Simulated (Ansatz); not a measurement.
CH5AlF2Si can be A, `FC[SiH](F)[AlH2]`, or B, `C[SiH2][Al]([F])[F]`.

Computed with Ansatz on PBE0-D4/def2-TZVP structures; ΔE is electronic, products minus reactants. CCSD(T)/CBS adds triple-zeta CCSD(T) − MP2 to the extrapolated MP2 energy (def2 sets, frozen cores). DFT in def2-TZVPP. B3LYP here is the variant with VWN-RPA as its local correlation; programs differ in this. One conformer a species, not always the lowest.

Question: Which isomer does CCSD(T)/CBS put lower? Give the gap. (An estimate is asked.)

Answer: Computed: B, by 387.9 kJ/mol.

Question: Give E(B) − E(A) in kJ/mol with HF/def2-TZVPP, B3LYP-D4, MP2/def2-TZVPP, CCSD(T)/def2-TZVPP, CCSD/def2-TZVPP, B3LYP, ωB97M-V. (Best estimate.)

Answer: The calculation gave: HF/def2-TZVPP -366.3, B3LYP-D4 -374.1, MP2/def2-TZVPP -401.3, CCSD(T)/def2-TZVPP -384.3, CCSD/def2-TZVPP -383.4, B3LYP -374.6, ωB97M-V -375.7. None reverses the order clearly.

Largest T1 diagnostic: 0.013.

In def2-TZVPP, CCSD(T) changes the Hartree–Fock value by −18.0 kJ/mol (the triples alone add −0.9 kJ/mol) and MP2 by −34.9 kJ/mol. From PBE to PBE0 (25 % exact exchange), in def2-TZVPP and without D4, E(B) − E(A) moves by −4.4 kJ/mol.
